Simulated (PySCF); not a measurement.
C₃H₈OSi₂, SMILES O[Si@@H]1CC=C[SiH2]1.

Coordinates come from a B3LYP-D3(BJ)/def2-SVP optimisation. The structure was generated by enumeration; whether it is a known compound was not checked. One conformer was computed; it need not be the lowest.

All values below come from TDDFT-PBE/def2-SVPD run with PySCF.

Vertical excitations. Isolated molecule, no solvent.

Question: Give excitation energies, oscillator strengths and character. (An estimate is asked for; the answer gives what the named calculation found.)

Answer: 
```
state  energy (eV)  λ (nm)      f                                                               main pairs
-----  -----------  ------  -----  -----------------------------------------------------------------------
S1            4.73     262  0.004                                                           HOMO→LUMO 98 %
S2            5.36     231  0.009                   HOMO→LUMO+1 51 %, HOMO−1→LUMO 28 %, HOMO−1→LUMO+1 17 %
S3            5.41     229  0.012                   HOMO→LUMO+1 45 %, HOMO−1→LUMO 29 %, HOMO−1→LUMO+1 23 %
S4            5.83     213  0.002                                                         HOMO−2→LUMO 88 %
S5            5.94     209  0.019                                                         HOMO→LUMO+2 87 %
S6            6.10     203  0.000                                                       HOMO−1→LUMO+2 97 %
S7            6.31     197  0.035                   HOMO→LUMO+3 42 %, HOMO−1→LUMO+1 23 %, HOMO−1→LUMO 13 %
S8            6.41     194  0.035  HOMO−3→LUMO 38 %, HOMO→LUMO+4 20 %, HOMO→LUMO+3 18 %, HOMO−1→LUMO+3 7 %
S9            6.45     192  0.012                                     HOMO−2→LUMO+1 73 %, HOMO−3→LUMO 15 %
S10           6.55     189  0.026                   HOMO→LUMO+4 32 %, HOMO−3→LUMO 31 %, HOMO−2→LUMO+1 20 %
T1            4.17     297      0                                                         HOMO−1→LUMO 84 %
T2            4.48     277      0                                                           HOMO→LUMO 96 %
T3            5.05     245      0                                                         HOMO→LUMO+1 94 %
T4            5.37     231      0                                     HOMO−1→LUMO+1 83 %, HOMO−1→LUMO 13 %
```
Triplets are in the Tamm–Dancoff approximation, which puts them higher than full response would, so one can lie above its singlet here.
